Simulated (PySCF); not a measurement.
One of the candidates below gave these computed data.

All candidates are C6H9P2 (charge -1).

- NMR, other nuclei: isotropic shieldings of nuclei other than C and H, by class: 135 (2 P) ppm [GIAO PBE0/pcSseg-1]
- Rotational structure: rotational constants A, B, C: 2.198, 1.334, 0.843 GHz [GFN2-xTB]
- 13C NMR: chemical shifts (computed TMS as zero) by class: 185.8 (1 C), 150.8 (2 C), 23.3 (1 C), 19.2 (2 C) ppm [GIAO PBE0/pcSseg-1]
- 1H NMR: chemical shifts (computed TMS as zero) by class: 2.83 (3 H), 2.56 (6 H) ppm [GIAO PBE0/pcSseg-1]

Electronic properties: PySCF, gas phase, density fitting. Levels stand in brackets. Geometry: GFN2-xTB; no solvent, vibrations or thermal averaging. GFN2-xTB frequencies show an imaginary mode (141i cm⁻¹), so this geometry is no minimum at that level. No diffuse functions stand in pcSseg-1, which bears on an anion's orbital energies. Each NMR value is the plain mean over a class of atoms that symmetry, rotation or inversion makes alike.

Problem. Which candidate is it?
A. `CC(C)c1pcc[p-]1`
B. `CC(C)c1c[p-]cp1`
C. `CCc1[p-]cpc1C`
D. `CCc1cpc(C)[p-]1`
E. `Cc1pc(C)c(C)[p-]1`

Solution. E. It is `Cc1pc(C)c(C)[p-]1`. Numbering: `[CH3:1][c:2]1[p:3][c:4]([CH3:5])[c:6]([CH3:7])[p-:8]1`. 6 carbons fall into 4 classes; from least to most shielded: substituted aromatic carbon [C2] (185.8 ppm), substituted aromatic carbon [C4/C6] (150.8 ppm, 2 C, up to 7.4 ppm apart in this geometry), benzylic-type carbon [C1] (23.3 ppm), benzylic-type carbon [C5/C7] (19.2 ppm, 2 C). Hydrogen classes from least to most shielded: 3 H on a benzylic-type carbon, C1 (2.83 ppm, a mean of values up to 0.5 ppm apart in this geometry), 6 H on 2 benzylic-type carbons, C5/C7 (2.56 ppm, a mean of values up to 0.6 ppm apart in this geometry). The other shieldings belong to: 135 ppm, phosphorus bonded to 2 C [P3/P8]. By its constants the optimised geometry is an asymmetric top.

The others, at the same levels:
- `CCc1[p-]cpc1C` fails: it has 6 carbon classes against 4; its computed 13C shifts are 163.5 (1 C), 163.0 (1 C), 151.3 (1 C), 29.7 (1 C), 22.8 (1 C), 18.5 (1 C) ppm, 1H shifts are 8.02 (1 H), 2.97 (2 H), 2.62 (3 H), 1.08 (3 H) ppm and rotational constant A is 2.027 GHz (against 2.198 GHz).
- `CC(C)c1c[p-]cp1` fails: it has 5 carbon classes against 4; its computed 13C shifts are 170.2 (1 C), 163.8 (1 C), 136.3 (1 C), 35.8 (1 C), 30.2 (2 C) ppm, 1H shifts are 8.10 (1 H), 7.81 (1 H), 3.44 (1 H), 1.27 (6 H) ppm and rotational constant A is 2.531 GHz (against 2.198 GHz).
- `CCc1cpc(C)[p-]1` fails: it has 6 carbon classes against 4; its computed 13C shifts are 187.5 (1 C), 168.5 (1 C), 139.0 (1 C), 34.1 (1 C), 25.8 (1 C), 23.9 (1 C) ppm, 1H shifts are 7.22 (1 H), 2.96 (3 H), 2.87 (2 H), 1.14 (3 H) ppm and rotational constant A is 2.757 GHz (against 2.198 GHz).
- `CC(C)c1pcc[p-]1` fails: its computed 13C shifts are 205.3 (1 C), 141.6 (2 C), 39.7 (1 C), 35.7 (2 C) ppm, 1H shifts are 7.64 (2 H), 3.48 (1 H), 1.47 (6 H) ppm and rotational constant A is 2.398 GHz (against 2.198 GHz).

Each candidate is one conformer, not necessarily the lowest. The conformers computed, where there is a choice (atom-mapped SMILES and torsion angles):
- `[CH3:1][CH2:2][c:3]1[p-:4][cH:5][p:6][c:7]1[CH3:8]`: C1–C2–C3–P4 91°
- `[CH3:1][CH:2]([CH3:3])[c:4]1[cH:5][p-:6][cH:7][p:8]1`: C1–C2–C4–C5 -61°
- `[CH3:1][CH2:2][c:3]1[cH:4][p:5][c:6]([CH3:7])[p-:8]1`: C1–C2–C3–C4 82°
- `[CH3:1][CH:2]([CH3:3])[c:4]1[p:5][cH:6][cH:7][p-:8]1`: C1–C2–C4–P5 -61°
